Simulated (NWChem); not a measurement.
Species: CCl$_{3}$F; SMILES FC(Cl)(Cl)Cl

```xyz
5

F      0.0000     0.0000     1.5891
C      0.0000     0.0000     0.2517
Cl     1.3346    -1.0499    -0.3095
Cl    -1.5765    -0.6308    -0.3095
Cl     0.2419     1.6807    -0.3095
```
Atoms are numbered in this order, from 1.

Computed with NWChem. Pople sets run with spherical d functions. All runs use the structure optimised with B3LYP/6-31G* (spherical d). GIAO values for the isolated, static molecule; σ is the absolute isotropic shielding, δ = σ(reference) − σ with the isolated reference molecule computed at the same levels (13C: tetramethylsilane, 19F: trichlorofluoromethane).

| level | δ F1 (ppm) | δ C2 (ppm) | σ Cl3 (ppm) |
|---|---|---|---|
| PBE/pcSseg-1 | 0.0 | 157.9 | 308.0 |
| B3LYP/6-31G* | 0.0 | 146.2 | 378.9 |
| B3LYP/6-311G** | 0.0 | 151.4 | 366.9 |
